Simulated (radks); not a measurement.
Task: These are the eigenvalues of the occupied orbitals of an atom or ion with whole-number occupations (eV). All-electron calculation, Dirac Kohn-Sham, PBE, spin-unpolarised, spherical densities, finite nucleus; Fermi nuclear charge, rms radius of each element as measured or else 0.836 A^(1/3) + 0.57 fm. Program: a radial shooting solver on a logarithmic mesh with Libxc functionals.

orbital  eigenvalue
1s1/2     -67296.55
2s1/2     -11590.26
2p1/2     -11080.70
2p3/2     -9810.561
3s1/2     -2687.443
3p1/2     -2460.501
3p3/2     -2187.051
3d3/2     -1803.161
3d5/2     -1743.594
4s1/2     -581.4282
4p1/2     -487.7828
4p3/2     -424.8411
4d3/2     -270.8101
4d5/2     -259.2477
5s1/2     -114.5419
5p1/2      -87.0308
5p3/2      -77.8855
4f5/2      -67.8347
4f7/2      -65.8441
5d3/2      -41.5982

Which element is it, and in what charge state? The configuration may be excited. Open shells, if any, fill j = l - 1/2 first.

Result: Z = 73, tantalum, charge +4: Ta4+ in [Xe] 4f14 5d1. The list shows which subshells hold electrons but not how many an open one holds; the 1s level, -2473.1 hartree, gives Z - s = 70.3 by -(Z - s)^2/2, which with screening and relativity narrows Z to a few neighbours, and the depths of the outer levels then fix element, charge and occupations together.
